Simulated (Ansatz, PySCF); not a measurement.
Reaction (SMILES): C#CC -> C#CC as triplet, charge 0
Geometries: B3LYP-D3(BJ)/def2-TZVP minima from Ansatz (a quantum-chemistry and plane-wave program). A spin state is the lowest found, not a proven ground state.
Geometry of the first species:
```xyz
7

C     -0.0011    -0.0004     0.2181
C     -0.0068    -0.0029     1.4176
C      0.0060     0.0025    -1.2360
H     -0.0119    -0.0051     2.4795
H      0.0152     1.0232    -1.6237
H      0.8874    -0.5130    -1.6226
H     -0.8790    -0.5002    -1.6311
```
Charge 0, spin multiplicity 1.

Quantity: adiabatic triplet-singlet gap (0 K, with B3LYP-D3(BJ) harmonic zero-point energies from PySCF), in eV. Valence correlation only, unless marked. UHF or UKS for open shells. No spin-orbit coupling. No relativistic terms. CBS marks a two-point X^-3 extrapolation of the correlation energy; Hartree-Fock from the larger set. [CCSD(T)-MP2]/basis is that difference in the basis named.

RI-MP2/CBS(cc-pVTZ,cc-pVQZ)+[CCSD(T)-MP2]/cc-pVTZ (Ansatz) gives 3.79 eV.

### Question
Another calculation gave 3.64 eV. Which level was it?
A) CAM-B3LYP/def2-TZVPD (Ansatz)
B) B2GP-PLYP/def2-TZVPD (Ansatz)
C) PBE0/def2-TZVPD (Ansatz)
D) r2SCAN0/def2-TZVPD (Ansatz)

### Answer
A, CAM-B3LYP/def2-TZVPD (Ansatz). The others give 3.78 (B2GP-PLYP), 3.25 (r2SCAN0), 3.48 (PBE0) eV.
